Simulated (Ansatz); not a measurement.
Reactions of CH4BrFHfO (`[CH3][Hf]([OH])([F])[Br]`).

Computed with Ansatz on PBE0-D4/def2-TZVP structures; ΔE is electronic, products minus reactants. CCSD(T)/CBS is the MP2 limit (def2-TZVPP, def2-QZVPP) plus CCSD(T) − MP2 in def2-TZVPP, frozen cores. This one scheme is used for every species. Elements past krypton have def2 core potentials. For Br, Hf outer-core shells are correlated without core-valence functions, which leaves a few kJ/mol of doubt a bond. Scalar relativity is left out up to krypton. One conformer a species, not always the lowest.

(1) Order these by ΔE at CCSD(T)/CBS, lowest first. (Best estimate.)
A. `[CH3][Hf]([OH])([F])[Br]` + HCl → `[OH][Hf]([F])([Cl])[Br]` + CH₄
B. `[CH3][Hf]([OH])([F])[Br]` + H–F → `[OH][Hf]([F])([F])[Br]` + CH₄
C. `[CH3][Hf]([OH])([F])[Br]` + dimethylamine → `C[N](C)[Hf]([CH3])([OH])[F]` + HBr
D. `[CH3][Hf]([OH])([F])[Br]` + H₂O → `[CH3][Hf]([OH])([OH])[Br]` + H–F

Largest T1 diagnostic: 0.015, for `C[N](C)[Hf]([CH3])([OH])[F]`.

## Answers

(1) B (-51.2 kcal/mol), A (-48.4 kcal/mol), D (+10.3 kcal/mol), C (+23.6 kcal/mol).
